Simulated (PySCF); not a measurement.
The multiplicity is imposed and other spin states were not computed.

Cartesian coordinates (Å):
```xyz
7

Cd    -0.0052    -0.0591     0.1009
C      1.4262     1.2081     0.9364
H      1.3433     2.2149     0.5000
H      2.4378     0.8227     0.7393
H      1.2835     1.2824     2.0248
O     -1.4162    -1.1560    -0.7369
H     -1.2956    -2.0993    -0.5636
```
Charge 0, multiplicity 1.

What HOMO, LUMO, charge on the central atom (Mulliken), dipole moment and HOMO–LUMO gap does TPSSh-D3(BJ)/def2-TZVP // r2SCAN-D4/def2-SVP (PySCF) give?


```yaml
HOMO: -6.69 eV
LUMO: -0.86 eV
charge on the central atom (Mulliken): 0.71 e
dipole_moment: 2.18 D
HOMO–LUMO gap: 5.83 eV
```
